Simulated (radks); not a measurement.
These are the eigenvalues of the occupied orbitals of an atom or ion with whole-number occupations (eV). Method: Dirac Kohn-Sham, PBE, spin-unpolarised, spherical densities, point nucleus; computed with a radial shooting solver on a logarithmic mesh with Libxc functionals.

1s1/2: -47346.97
2s1/2: -8330.330
2p1/2: -7933.541
2p3/2: -7330.345
3s1/2: -2359.498
3p1/2: -2189.984
3p3/2: -2065.838
3d3/2: -1774.588
3d5/2: -1747.439
4s1/2: -950.9936
4p1/2: -882.8062
4p3/2: -848.9491
4d3/2: -735.9532
5d3/2: -411.1297

Which element is it, and in what charge state? The configuration may be excited. Open shells, if any, fill j = l - 1/2 first.

Answer. Z = 62, samarium, charge +23: Sm23+ in [Kr] 4d2 5d1. The list shows which subshells hold electrons but not how many an open one holds; the 1s level, -1740 hartree, gives Z - s = 59.0 by -(Z - s)^2/2, which with screening and relativity narrows Z to a few neighbours, and the depths of the outer levels then fix element, charge and occupations together.
